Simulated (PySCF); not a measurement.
**Relaxation of triplet OsH₄**

These are results of UPBE0/[Os def2-TZVP with ECP60, H def2-TZVP], scalar-relativistic core potentials, density fitting, no spin–orbit coupling, PySCF, not measurements. A (50,194) grid was used.

A hand-made see-saw start, of C2v symmetry, held to at least that symmetry:

```xyz
5
charge 0 multiplicity 3, angstrom
Os    0.0000    0.0000   -0.0116
H     0.0000    1.6039    0.1287
H     0.0000   -1.6039    0.1287
H     1.2687    0.0000    0.9796
H    -1.2687    0.0000    0.9796
```

At each step, columns x, y, z (Å) and Fx, Fy, Fz (eV/Å):

```
step 0  E − E(last) = 65.42 kJ/mol
Os   0.000   0.000  -0.012   0.000   0.000  -1.793
H    0.000   1.604   0.129   0.000   1.962   1.008
H    0.000  -1.604   0.129   0.000  -1.962   1.008
H    1.269   0.000   0.980  -0.765   0.000  -0.111
H   -1.269   0.000   0.980   0.765   0.000  -0.111
step 1  E − E(last) = 25.04 kJ/mol
Os   0.000   0.000  -0.087   0.000   0.000  -1.075
H    0.000   1.658   0.189   0.000   0.168   0.644
H    0.000  -1.658   0.189   0.000  -0.168   0.644
H    1.204   0.000   0.957  -0.523   0.000  -0.107
H   -1.204   0.000   0.957   0.523   0.000  -0.107
step 2  E − E(last) = 8.85 kJ/mol
Os   0.000   0.000  -0.191   0.000   0.000   0.334
H    0.000   1.667   0.279   0.000  -0.825  -0.064
H    0.000  -1.667   0.279   0.000   0.825  -0.064
H    1.121   0.000   0.919  -0.259   0.000  -0.103
H   -1.121   0.000   0.919   0.259   0.000  -0.103
step 3  E − E(last) = 5.23 kJ/mol
Os   0.000   0.000  -0.202   0.000   0.000   0.152
H    0.000   1.646   0.281   0.000  -0.648  -0.034
H    0.000  -1.646   0.281   0.000   0.648  -0.034
H    1.096   0.000   0.922  -0.138   0.000  -0.042
H   -1.096   0.000   0.922   0.138   0.000  -0.042
step 4  E − E(last) = 0.33 kJ/mol
Os   0.000   0.000  -0.236   0.000   0.000  -0.162
H    0.000   1.580   0.293   0.000  -0.054   0.058
H    0.000  -1.580   0.293   0.000   0.054   0.058
H    1.037   0.000   0.927   0.075   0.000   0.023
H   -1.037   0.000   0.927  -0.075   0.000   0.023
step 5  E − E(last) = 0.14 kJ/mol
Os   0.000   0.000  -0.243   0.000   0.000  -0.050
H    0.000   1.573   0.304   0.000  -0.047   0.009
H    0.000  -1.573   0.304   0.000   0.047   0.009
H    1.037   0.000   0.920   0.069   0.000   0.016
H   -1.037   0.000   0.920  -0.069   0.000   0.016
step 6  E − E(last) = 0.02 kJ/mol
Os   0.000   0.000  -0.244   0.000   0.000  -0.023
H    0.000   1.566   0.313   0.000  -0.003  -0.002
H    0.000  -1.566   0.313   0.000   0.003  -0.002
H    1.048   0.000   0.912   0.035   0.000   0.013
H   -1.048   0.000   0.912  -0.035   0.000   0.013
step 7  E − E(last) = 0.00 kJ/mol
Os   0.000   0.000  -0.242   0.000   0.000   0.003
H    0.000   1.565   0.315   0.000   0.000  -0.003
H    0.000  -1.565   0.315   0.000   0.000  -0.003
H    1.056   0.000   0.908   0.003   0.000   0.001
H   -1.056   0.000   0.908  -0.003   0.000   0.001
```

It ends at C2v with Os–H 1.562 Å (×2), Os–H 1.661 Å (×2); H–Os–H 75.7° (×4), H–Os–H 85.4°, H–Os–H 140.8° (after a last refinement on a finer grid). A frequency run shows 2 imaginary modes, down to 88i cm⁻¹, so it is a higher-order saddle point. Other isomers or separated fragments may lie lower.

With open d or f shells other occupations or spin states may lie lower. At this level a singlet minimum of Td symmetry lies 112 kJ/mol below this structure. With an element this heavy the missing spin–orbit coupling can shift these numbers.

The relaxation took roughly 30 core-seconds on a shared host.
